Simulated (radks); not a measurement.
The numbers below are computed, except where a source is named.
Species: He+. Configuration: 7p1 (not the ground configuration). Code: a radial shooting solver on a logarithmic mesh with Libxc functionals. Model: Dirac Kohn-Sham, LDA (Slater exchange, Perdew-Wang correlation), spin-unpolarised, spherical densities, finite nucleus; open shells fill j = l - 1/2 first; Gaussian nuclear charge, rms radius 1.6755 fm.

Normalised radial functions P(r) = r R(r) (large component), r in bohr:

r          7p1/2    7p3/2
0.04859   0.0005   0.0005
0.07191   0.0010   0.0010
0.1073    0.0022   0.0022
0.16      0.0046   0.0046
0.2369    0.0092   0.0092
0.3534    0.0181   0.0181
0.5229    0.0329   0.0329
0.7801    0.0542   0.0542
1.164     0.0730   0.0730
1.722     0.0641   0.0641
2.57     -0.0027  -0.0027
3.833    -0.0885  -0.0885
5.673    -0.0314  -0.0314
8.463     0.1135   0.1135
12.53    -0.0697  -0.0697
18.69    -0.0104  -0.0104
27.87     0.0968   0.0968
41.25    -0.2420  -0.2420
61.54    -0.0167  -0.0167
91.08    0.0000  0.0000

7p1/2: eigenvalue -0.994 eV, 5 radial nodes at r = 2.54, 6.10, 11.3, 18.9, 30.5 bohr, <r> = 35.2 bohr, 90 % of the charge inside 47.3 bohr. 7p3/2 (empty): eigenvalue -0.994 eV, 5 radial nodes at r = 2.54, 6.10, 11.3, 18.9, 30.5 bohr, <r> = 35.2 bohr, 90 % of the charge inside 47.3 bohr.
